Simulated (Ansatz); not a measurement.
A nudged elastic band was laid between two geometries of ClH3Sn + F (6 atoms, charge 0, multiplicity 2).

Computed with UHF/def2-SVP in Ansatz 0.2.0.

```
movable images  : 5
climbing image  : yes
spring          : 5.0 eV/Å²
optimiser       : quadratic models (default)
start path      : through a guess of the saddle point
force threshold : 0.2 eV/Å
iteration limit : 60
end points      : relaxed
```

First end point:

```xyz
6
Properties=species:S:1:pos:R:3
Sn -0.041 0.000 -0.203
H 0.052 0.000 1.493
Cl 2.188 0.000 -0.992
H -0.762 1.414 -0.814
H -0.762 -1.414 -0.814
F -0.042 0.000 4.569
```

Last end point:

```xyz
6
Properties=species:S:1:pos:R:3
Sn 0.630 0.000 -0.213
H -0.411 -0.007 3.528
Cl 1.684 0.002 -2.355
H -0.318 1.425 -0.187
H -0.319 -1.424 -0.188
F -0.633 0.003 2.653
```

Problem. Which bonds break or form, and what moves?

Solution. Bonds broken: Sn1–H2. Bonds formed: H2–F6. ClH3Sn + F becomes ClH2Sn + FH.

Problem. Give the energies along the band, and the barrier.

Solution. The run converged. The highest image is number 2 of 0 to 6, 0.54 eV above the first end and 2.14 eV above the last; the last end lies 1.61 eV below the first. The threshold of 0.2 eV/Å is loose, so the images may lie well off the minimum-energy path. Neighbouring images differ by up to 2.0 eV, so the band resolves the path poorly. The order of the stationary point at the top wasn't checked.

| image | path coordinate (Å) | energy (eV) | Sn1–H2 (Å) | H2–F6 (Å) |
| --- | --- | --- | --- | --- |
| 0 | 0.00 | 0.00 | 1.70 | 3.08 |
| 1 | 1.84 | 0.00 | 1.70 | 3.56 |
| 2 | 3.68 | 0.54 | 1.78 | 1.38 |
| 3 | 5.79 | -1.49 | 4.09 | 0.90 |
| 4 | 7.91 | -1.51 | 5.32 | 0.90 |
| 5 | 10.03 | -1.53 | 4.53 | 0.90 |
| 6 | 12.15 | -1.61 | 3.88 | 0.90 |

Problem. What is the geometry of the highest image?

Solution. 
```xyz
6
Properties=species:S:1:pos:R:3
Sn -0.132 -0.024 0.041
H -0.303 -0.073 1.816
Cl 2.190 -0.051 -0.336
H -0.732 1.439 -0.582
H -0.780 -1.414 -0.694
F 0.389 0.123 2.993
```

Run time: 5.3 min on 1 thread of Arm Neoverse V1, with other jobs on the host, peak memory 0.25 GiB.
